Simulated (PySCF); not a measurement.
CH6AlN, SMILES C[NH][AlH2].

The structure is a stationary point at B3LYP-D3(BJ)/def2-TZVP.

These are ωB97X/def2-TZVPD (PySCF) values and carry that method's errors.

Gas-phase values at a fixed geometry.

Computed frontier levels, gap, dipole moment and polarisability:
The highest occupied level is -9.29 eV. The lowest empty level comes out as 1.15 eV. The orbital gap is 10.44 eV and the dipole moment comes out as 1.10 D. The quadrupole, principal values (traceless, Buckingham form, about the centre of nuclear charge) comes out as -2.68, -0.09, 2.77 D·Å, the mean static polarisability comes out as 51.8 bohr³ (7.67 Å³) and the polarisability, principal values is 44.4, 49.8, 61.1 bohr³.
